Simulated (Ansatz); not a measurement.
**Molecular dynamics of Cl$_{2}$FH$_{3}$W**

input.yaml

```yaml
crystal:
  periodic: [false, false, false]
  atoms:
    - { symbol: W, position_ang: [0.275791, 0.27751, 0.291298] }
    - { symbol: Cl, position_ang: [-0.303552, -0.367542, 2.453696] }
    - { symbol: F, position_ang: [1.978183, -0.170148, -0.353229] }
    - { symbol: Cl, position_ang: [-0.242628, 2.422029, -0.378423] }
    - { symbol: H, position_ang: [-1.314813, 0.100994, -0.113536] }
    - { symbol: H, position_ang: [-0.214394, -1.288277, 0.026355] }
    - { symbol: H, position_ang: [-0.158478, -0.258807, -1.153963] }
basis:
  gaussian: { orbitals: def2-SVP }
hamiltonian:
  xc: hf
md:
  timestep: 1.0
  n_steps: 100
  ensemble: nvt_nose_hoover
  temperature: 1500.0
  initial_velocities: maxwell_boltzmann
  seed: 9317
```

Command:

```bash
$ ansatz run input.yaml --threads 1 --pin off --max-ram 2048MiB --backend cpu --events-out ev --progress --plain --runs-dir out
```

It goes on from the last frame of an earlier run, with new velocities.

Output, in part (one step line in 2, the closing report, with atoms numbered from 0):

```
md step     0: t =     0.00 fs  T =  1500.0 K  F+E_penalty+E_count = -29557.47334631 eV  E_kin = 0.969450 eV  conserved = -29556.50389632 eV  (44 SCF iters)
md step     2: t =     2.00 fs  T =  1393.8 K  F+E_penalty+E_count = -29557.40123915 eV  E_kin = 0.900810 eV  conserved = -29556.50043263 eV  (48 SCF iters)
md step     4: t =     4.00 fs  T =  1142.7 K  F+E_penalty+E_count = -29557.23523318 eV  E_kin = 0.738509 eV  conserved = -29556.49678078 eV  (50 SCF iters)
md step     6: t =     6.00 fs  T =  1026.0 K  F+E_penalty+E_count = -29557.15901375 eV  E_kin = 0.663111 eV  conserved = -29556.49613070 eV  (58 SCF iters)
md step     8: t =     8.00 fs  T =  1059.3 K  F+E_penalty+E_count = -29557.18527532 eV  E_kin = 0.684637 eV  conserved = -29556.50119963 eV  (57 SCF iters)
md step    10: t =    10.00 fs  T =   973.1 K  F+E_penalty+E_count = -29557.12448343 eV  E_kin = 0.628939 eV  conserved = -29556.49659533 eV  (77 SCF iters)
md step    12: t =    12.00 fs  T =  1009.6 K  F+E_penalty+E_count = -29557.15471426 eV  E_kin = 0.652501 eV  conserved = -29556.50390754 eV  (76 SCF iters)
md step    14: t =    14.00 fs  T =   919.6 K  F+E_penalty+E_count = -29557.08738958 eV  E_kin = 0.594323 eV  conserved = -29556.49556565 eV  (128 SCF iters)
md step    16: t =    16.00 fs  T =  1048.0 K  F+E_penalty+E_count = -29557.17558633 eV  E_kin = 0.677353 eV  conserved = -29556.50172440 eV  (79 SCF iters)
md step    18: t =    18.00 fs  T =  1031.5 K  F+E_penalty+E_count = -29557.15595050 eV  E_kin = 0.666682 eV  conserved = -29556.49403117 eV  (82 SCF iters)
md step    20: t =    20.00 fs  T =  1151.1 K  F+E_penalty+E_count = -29557.24443484 eV  E_kin = 0.743962 eV  conserved = -29556.50668756 eV  (79 SCF iters)
md step    22: t =    22.00 fs  T =  1139.3 K  F+E_penalty+E_count = -29557.22201520 eV  E_kin = 0.736309 eV  conserved = -29556.49361502 eV  (86 SCF iters)
md step    24: t =    24.00 fs  T =  1416.7 K  F+E_penalty+E_count = -29557.41392089 eV  E_kin = 0.915640 eV  conserved = -29556.50822957 eV  (73 SCF iters)
md step    26: t =    26.00 fs  T =  1436.3 K  F+E_penalty+E_count = -29557.40802459 eV  E_kin = 0.928307 eV  conserved = -29556.49202094 eV  (73 SCF iters)
md step    28: t =    28.00 fs  T =  1576.0 K  F+E_penalty+E_count = -29557.50454313 eV  E_kin = 1.018556 eV  conserved = -29556.50085283 eV  (76 SCF iters)
md step    30: t =    30.00 fs  T =  1688.8 K  F+E_penalty+E_count = -29557.57096415 eV  E_kin = 1.091451 eV  conserved = -29556.49703495 eV  (78 SCF iters)
md step    32: t =    32.00 fs  T =  1877.4 K  F+E_penalty+E_count = -29557.69588791 eV  E_kin = 1.213332 eV  conserved = -29556.50298459 eV  (76 SCF iters)
md step    34: t =    34.00 fs  T =  1975.5 K  F+E_penalty+E_count = -29557.76108256 eV  E_kin = 1.276772 eV  conserved = -29556.50755007 eV  (76 SCF iters)
md step    36: t =    36.00 fs  T =  1937.2 K  F+E_penalty+E_count = -29557.71993927 eV  E_kin = 1.251994 eV  conserved = -29556.49382256 eV  (81 SCF iters)
md step    38: t =    38.00 fs  T =  2157.6 K  F+E_penalty+E_count = -29557.87257691 eV  E_kin = 1.394469 eV  conserved = -29556.50638124 eV  (76 SCF iters)
md step    40: t =    40.00 fs  T =  2143.4 K  F+E_penalty+E_count = -29557.84487233 eV  E_kin = 1.385276 eV  conserved = -29556.48998955 eV  (74 SCF iters)
md step    42: t =    42.00 fs  T =  2206.4 K  F+E_penalty+E_count = -29557.89779512 eV  E_kin = 1.425993 eV  conserved = -29556.50384751 eV  (77 SCF iters)
md step    44: t =    44.00 fs  T =  2125.7 K  F+E_penalty+E_count = -29557.83532813 eV  E_kin = 1.373812 eV  conserved = -29556.49468297 eV  (78 SCF iters)
md step    46: t =    46.00 fs  T =  2240.5 K  F+E_penalty+E_count = -29557.92095972 eV  E_kin = 1.448020 eV  conserved = -29556.50676956 eV  (74 SCF iters)
md step    48: t =    48.00 fs  T =  2190.3 K  F+E_penalty+E_count = -29557.88628035 eV  E_kin = 1.415560 eV  conserved = -29556.50467678 eV  (77 SCF iters)
md step    50: t =    50.00 fs  T =  2054.9 K  F+E_penalty+E_count = -29557.78929944 eV  E_kin = 1.328054 eV  conserved = -29556.49482692 eV  (76 SCF iters)
md step    52: t =    52.00 fs  T =  2129.5 K  F+E_penalty+E_count = -29557.84625368 eV  E_kin = 1.376271 eV  conserved = -29556.50277845 eV  (75 SCF iters)
md step    54: t =    54.00 fs  T =  2096.6 K  F+E_penalty+E_count = -29557.81397124 eV  E_kin = 1.355050 eV  conserved = -29556.49044291 eV  (75 SCF iters)
md step    56: t =    56.00 fs  T =  2164.7 K  F+E_penalty+E_count = -29557.87610757 eV  E_kin = 1.399034 eV  conserved = -29556.50683978 eV  (72 SCF iters)
md step    58: t =    58.00 fs  T =  2033.2 K  F+E_penalty+E_count = -29557.77925926 eV  E_kin = 1.314073 eV  conserved = -29556.49277359 eV  (82 SCF iters)
md step    60: t =    60.00 fs  T =  2232.4 K  F+E_penalty+E_count = -29557.92637628 eV  E_kin = 1.442794 eV  conserved = -29556.50846196 eV  (78 SCF iters)
md step    62: t =    62.00 fs  T =  2254.1 K  F+E_penalty+E_count = -29557.93572008 eV  E_kin = 1.456823 eV  conserved = -29556.50039944 eV  (77 SCF iters)
md step    64: t =    64.00 fs  T =  2234.6 K  F+E_penalty+E_count = -29557.92436364 eV  E_kin = 1.444206 eV  conserved = -29556.49754976 eV  (91 SCF iters)
md step    66: t =    66.00 fs  T =  2287.2 K  F+E_penalty+E_count = -29557.96526798 eV  E_kin = 1.478208 eV  conserved = -29556.49980021 eV  (76 SCF iters)
md step    68: t =    68.00 fs  T =  2340.7 K  F+E_penalty+E_count = -29558.00008656 eV  E_kin = 1.512801 eV  conserved = -29556.49441488 eV  (77 SCF iters)
md step    70: t =    70.00 fs  T =  2464.0 K  F+E_penalty+E_count = -29558.10116868 eV  E_kin = 1.592451 eV  conserved = -29556.50931410 eV  (74 SCF iters)
md step    72: t =    72.00 fs  T =  2307.9 K  F+E_penalty+E_count = -29557.99189566 eV  E_kin = 1.491614 eV  conserved = -29556.49350814 eV  (74 SCF iters)
md step    74: t =    74.00 fs  T =  2418.3 K  F+E_penalty+E_count = -29558.08581053 eV  E_kin = 1.562943 eV  conserved = -29556.50798908 eV  (82 SCF iters)
md step    76: t =    76.00 fs  T =  2341.3 K  F+E_penalty+E_count = -29558.03196667 eV  E_kin = 1.513171 eV  conserved = -29556.49492562 eV  (73 SCF iters)
md step    78: t =    78.00 fs  T =  2305.9 K  F+E_penalty+E_count = -29558.02470176 eV  E_kin = 1.490286 eV  conserved = -29556.50072474 eV  (73 SCF iters)
md step    80: t =    80.00 fs  T =  2207.9 K  F+E_penalty+E_count = -29557.96804636 eV  E_kin = 1.426982 eV  conserved = -29556.49733258 eV  (79 SCF iters)
md step    82: t =    82.00 fs  T =  2219.5 K  F+E_penalty+E_count = -29557.98837343 eV  E_kin = 1.434456 eV  conserved = -29556.49931641 eV  (80 SCF iters)
md step    84: t =    84.00 fs  T =  2289.4 K  F+E_penalty+E_count = -29558.05453638 eV  E_kin = 1.479611 eV  conserved = -29556.50875658 eV  (78 SCF iters)
md step    86: t =    86.00 fs  T =  2156.0 K  F+E_penalty+E_count = -29557.96676061 eV  E_kin = 1.393421 eV  conserved = -29556.49475242 eV  (79 SCF iters)
md step    88: t =    88.00 fs  T =  2226.8 K  F+E_penalty+E_count = -29558.03700389 eV  E_kin = 1.439196 eV  conserved = -29556.50637297 eV  (79 SCF iters)
md step    90: t =    90.00 fs  T =  2131.5 K  F+E_penalty+E_count = -29557.97371982 eV  E_kin = 1.377617 eV  conserved = -29556.49103230 eV  (96 SCF iters)
md step    92: t =    92.00 fs  T =  2156.1 K  F+E_penalty+E_count = -29558.01712045 eV  E_kin = 1.393488 eV  conserved = -29556.50420074 eV  (79 SCF iters)
md step    94: t =    94.00 fs  T =  1992.8 K  F+E_penalty+E_count = -29557.91793992 eV  E_kin = 1.287953 eV  conserved = -29556.49627325 eV  (81 SCF iters)
md step    96: t =    96.00 fs  T =  1974.8 K  F+E_penalty+E_count = -29557.92861485 eV  E_kin = 1.276299 eV  conserved = -29556.50397470 eV  (78 SCF iters)
md step    98: t =    98.00 fs  T =  1944.8 K  F+E_penalty+E_count = -29557.92625700 eV  E_kin = 1.256956 eV  conserved = -29556.50632664 eV  (78 SCF iters)
md step   100: t =   100.00 fs  T =  1816.7 K  F+E_penalty+E_count = -29557.84865533 eV  E_kin = 1.174124 eV  conserved = -29556.49650249 eV  (119 SCF iters)
Total energy: -29557.84865533 eV, -1086.2309030539 hartree
Atom 0 at     0.351885     0.247094     0.339660 Å, force     0.319319    -1.452871     1.243540 eV/Å
Atom 1 at    -0.482193     0.148353     2.550606 Å, force     0.586026    -0.110658    -0.990843 eV/Å
Atom 2 at     1.637988    -0.537453    -0.725831 Å, force    -0.137983     0.596723     0.317044 eV/Å
Atom 3 at    -0.429293     2.315449    -0.078504 Å, force    -0.301233     0.714688    -0.544172 eV/Å
Atom 4 at    -0.450548    -1.194373     0.101042 Å, force    -0.466133     0.252098    -0.025620 eV/Å
Atom 5 at     1.986674    -1.415964    -8.319680 Å, force     0.460999     1.770165    -1.232906 eV/Å
Atom 6 at     2.157272    -0.760735    -8.776074 Å, force    -0.460995    -1.770146     1.232957 eV/Å
Dipole moment:     0.249095     0.045597    -0.176670 e Å
```

The run went to its last step. The conserved energy stayed within 2.1 meV per atom of its start (net change 1.1 meV per atom), so the integration is sound. The mean temperature of the second half is 46 % above the set value. A run of 0.1 ps of so small a system gives no equilibrium averages. The orbitals stay closed-shell, which can raise the energy where a bond breaks towards radicals; this wasn't checked here.

Parted: W1–H6 1.66 → 8.97 Å, W1–H7 1.60 → 9.35 Å. Joined: H6–H7 1.57 → 0.82 Å. It ends as Cl2FHW + H2. Pairs count as bonded within 1.25 times the sum of covalent radii (0.12 Å more for H–H).

Last frame:

```xyz
7
Properties=species:S:1:pos:R:3
W 0.352 0.247 0.340
Cl -0.482 0.148 2.551
F 1.638 -0.537 -0.726
Cl -0.429 2.315 -0.079
H -0.451 -1.194 0.101
H 1.987 -1.416 -8.320
H 2.157 -0.761 -8.776
```

Time of the run: 3.9 min on 1 thread of Arm Neoverse V2 (shared host), peak memory 0.23 GiB.
